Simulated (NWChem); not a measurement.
System: trans-dichloroethylene (C2H2Cl2); SMILES Cl/C=C/Cl

Here is an NWChem input.

```
start job
memory heap 200 mb stack 900 mb global 1100 mb
geometry units angstroms
  Cl     0.043724    -2.147511     0.000000
  C     -0.442876    -0.497842     0.000000
  C      0.442876     0.497842     0.000000
  Cl    -0.043724     2.147511     0.000000
  H     -1.522662    -0.333993     0.000000
  H      1.522662     0.333993     0.000000
end
basis spherical
  * library 6-31g*
end
dft
  xc hfexch
  iterations 150
end
driver
  maxiter 120
end
task dft optimize
task dft freq
```

NWChem printed, in part:

```
             Northwest Computational Chemistry Package (NWChem) 7.3.0
             --------------------------------------------------------

 C2H symmetry detected

                             Geometry "geometry" -> ""
                             -------------------------

 Output coordinates in angstroms (scale by  1.889725989 to convert to a.u.)

  No.       Tag          Charge          X              Y              Z
 ---- ---------------- ---------- -------------- -------------- --------------
    1 Cl                  17.0000     0.04203972    -2.14754463     0.00000000
    2 C                    6.0000    -0.44326632    -0.49749450     0.00000000
    3 C                    6.0000     0.44326632     0.49749450     0.00000000
    4 Cl                  17.0000    -0.04203972     2.14754463     0.00000000
    5 H                    1.0000    -1.52292348    -0.33279869     0.00000000
    6 H                    1.0000     1.52292348     0.33279869     0.00000000

 Effective nuclear repulsion energy (a.u.)     175.7069530566

      Symmetry information
      --------------------

 Group name             C2h
 Group number             21
 Group order               4
 No. of unique centers     3

                                Z-matrix (autoz)
                                --------

 Units are Angstrom for bonds and degrees for angles

      Type          Name      I     J     K     L     M      Value
      ----------- --------  ----- ----- ----- ----- ----- ----------
    1 Stretch                  1     2                       1.71994
    2 Stretch                  2     3                       1.33265
    3 Stretch                  2     5                       1.09215
    4 Stretch                  3     4                       1.71994
    5 Stretch                  3     6                       1.09215
    6 Bend                     1     2     3               121.90959
    7 Bend                     1     2     5               115.06275
    8 Bend                     2     3     4               121.90959
    9 Bend                     2     3     6               123.02766
   10 Bend                     3     2     5               123.02766
   11 Bend                     4     3     6               115.06275
   12 Torsion                  1     2     3     4         180.00000
   13 Torsion                  1     2     3     6           0.00000
   14 Torsion                  4     3     2     5           0.00000
   15 Torsion                  5     2     3     6         180.00000

  xc_inp: hfexch multiplicative factor not found.

                           NWChem Geometry Optimization
                           ----------------------------

 maximum gradient threshold         (gmax) =   0.000450
 rms gradient threshold             (grms) =   0.000300
 maximum cartesian step threshold   (xmax) =   0.001800
 rms cartesian step threshold       (xrms) =   0.001200
 fixed trust radius                (trust) =   0.300000
 source of zmatrix                         =   autoz

          -------------------
          Energy Minimization
          -------------------

 Using diagonal initial Hessian
 Scaling for Hessian diagonals: bonds = 1.00  angles = 0.25  torsions = 0.10

          --------
          Step   0

                                 NWChem DFT Module
                                 -----------------

 Summary of "ao basis" -> "ao basis" (spherical)
 ------------------------------------------------------------------------------
       Tag                 Description            Shells   Functions and Types
 ---------------- ------------------------------  ------  ---------------------
 Cl                          6-31g*                  8       18   4s3p1d
 C                           6-31g*                  6       14   3s2p1d
 H                           6-31g*                  2        2   2s

      Symmetry analysis of basis
      --------------------------

        ag         25
        au          9
        bg          9
        bu         25

[...]

      ----------------------
      Optimization converged
      ----------------------

  Step       Energy      Delta E   Gmax     Grms     Xrms     Xmax
  ---- ---------------- -------- -------- -------- -------- --------
@    4    -995.82673346 -4.6D-08  0.00001  0.00000  0.00009  0.00019
                                     ok       ok       ok       ok

                                Z-matrix (autoz)
                                --------

 Units are Angstrom for bonds and degrees for angles

      Type          Name      I     J     K     L     M      Value     Gradient
      ----------- --------  ----- ----- ----- ----- ----- ---------- ----------
    1 Stretch                  1     2                       1.72864   -0.00001
    2 Stretch                  2     3                       1.31115   -0.00001
    3 Stretch                  2     5                       1.07047   -0.00000
    4 Stretch                  3     4                       1.72864   -0.00001
    5 Stretch                  3     6                       1.07047   -0.00000
    6 Bend                     1     2     3               121.75558    0.00000
    7 Bend                     1     2     5               114.44161   -0.00000
    8 Bend                     2     3     4               121.75558    0.00000
    9 Bend                     2     3     6               123.80281    0.00000
   10 Bend                     3     2     5               123.80281    0.00000
   11 Bend                     4     3     6               114.44161   -0.00000
   12 Torsion                  1     2     3     4         180.00000    0.00000
   13 Torsion                  1     2     3     6           0.00000    0.00000
   14 Torsion                  4     3     2     5           0.00000    0.00000
   15 Torsion                  5     2     3     6         180.00000    0.00000

                         Geometry "geometry" -> "geometry"
                         ---------------------------------

 Output coordinates in angstroms (scale by  1.889725989 to convert to a.u.)

  No.       Tag          Charge          X              Y              Z
 ---- ---------------- ---------- -------------- -------------- --------------
    1 Cl                  17.0000     0.04066742    -2.14689887     0.00000000
    2 C                    6.0000    -0.43962302    -0.48631979     0.00000000
    3 C                    6.0000     0.43962302     0.48631979     0.00000000
    4 Cl                  17.0000    -0.04066742     2.14689887     0.00000000
    5 H                    1.0000    -1.49885055    -0.33160412     0.00000000
    6 H                    1.0000     1.49885055     0.33160412     0.00000000

 Effective nuclear repulsion energy (a.u.)     176.0613651469

      Symmetry information
      --------------------

 Group name             C2h
 Group number             21
 Group order               4
 No. of unique centers     3

[...]

 Rotational Constants
 --------------------
 A=   1.816106 cm-1  (  2.612913 K)
 B=   0.051356 cm-1  (  0.073888 K)
 C=   0.049944 cm-1  (  0.071856 K)

 Temperature                      =   298.15K
 frequency scaling parameter      =   1.0000

 Zero-Point correction to Energy  =   23.141 kcal/mol  (  0.036877 au)
 Thermal correction to Energy     =   25.862 kcal/mol  (  0.041213 au)
 Thermal correction to Enthalpy   =   26.454 kcal/mol  (  0.042157 au)

 Total Entropy                    =   68.573 cal/mol-K
   - Translational                =   39.577 cal/mol-K (mol. weight =  95.9534)
   - Rotational                   =   23.964 cal/mol-K (symmetry #  =        2)
   - Vibrational                  =    5.032 cal/mol-K

 Cv (constant volume heat capacity) =   12.995 cal/mol-K
   - Translational                  =    2.979 cal/mol-K
   - Rotational                     =    2.979 cal/mol-K
   - Vibrational                    =    7.036 cal/mol-K

[normal modes left out]

 ----------------------------------------------------------------------------
 Normal Eigenvalue ||           Projected Infra Red Intensities
  Mode   [cm**-1]  || [atomic units] [(debye/angs)**2] [(KM/mol)] [arbitrary]
 ------ ---------- || -------------- ----------------- ---------- -----------
    1       -0.000 ||    0.000000           0.000         0.000       0.000
    2       -0.000 ||    0.000000           0.000         0.000       0.000
    3       -0.000 ||    0.000000           0.000         0.000       0.000
    4       -0.000 ||    0.000000           0.000         0.000       0.000
    5       -0.000 ||    0.000000           0.000         0.000       0.000
    6        0.000 ||    0.000000           0.000         0.000       0.000
    7      236.383 ||    0.001103           0.025         1.076       0.737
    8      260.631 ||    0.005114           0.118         4.985       3.415
    9      380.635 ||    0.000000           0.000         0.000       0.000
   10      888.426 ||    0.146424           3.378       142.742      97.790
   11      920.936 ||    0.000000           0.000         0.000       0.000
   12      931.281 ||    0.000000           0.000         0.000       0.000
   13     1063.416 ||    0.073635           1.699        71.783      49.177
   14     1355.451 ||    0.027986           0.646        27.283      18.691
   15     1437.206 ||    0.000000           0.000         0.000       0.000
   16     1836.973 ||    0.000000           0.000         0.000       0.000
   17     3438.929 ||    0.015258           0.352        14.875      10.190
   18     3444.492 ||    0.000000           0.000         0.000       0.000
 ----------------------------------------------------------------------------
```

Level: Hartree-Fock/6-31G* (spherical d).
